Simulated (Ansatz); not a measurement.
CH5AlBNO, SMILES `B1C[NH][AlH][O]1`. Charge 0, multiplicity 1.

```xyz
10

B    -0.821    0.441    0.958
C     0.486    0.868    0.158
N     0.811   -0.197   -0.792
Al   -0.390   -1.470   -0.623
O    -1.363   -0.757    0.634
H    -1.319    1.130    1.808
H     1.302    1.057    0.874
H     0.306    1.835   -0.338
H     1.622   -0.050   -1.365
H    -0.633   -2.857   -1.313
```

Question: List the harmonic frequencies (cm⁻¹, unscaled) at PBE0-D4/def2-TZVP in Ansatz. (Best estimate.)

Answer: Computed: 222, 270, 404, 474, 494, 576, 615, 649, 752, 801, 841, 969, 1072, 1111, 1184, 1190, 1321, 1368, 1458, 1998, 2584, 2981, 3004, 3669.

Question: Is this a minimum?

Answer: Yes, all 24 modes are real.

Question: Give the ideal-gas thermochemistry at 298.15 K and 1 bar (rigid rotor, harmonic oscillator; point group Cs, symmetry number 1).

Answer: Zero-point energy 179.5 kJ/mol; H(298) − E = 196.3 kJ/mol; entropy 305.5 J/(mol·K), of which translation 164.2, rotation 107.0, vibration 34.3; G(298) − E = 105.2 kJ/mol.

Question: And at 400, 500, 600, 800 and 1000 K?

Answer: 
```csv
T (K),H − E (kJ/mol),S (J/mol/K),G − E (kJ/mol)
400,207.0,336.3,72.5
500,219.6,364.3,37.4
600,233.8,390.2,-0.3
800,265.8,436.2,-83.1
1000,301.3,475.7,-174.4
```
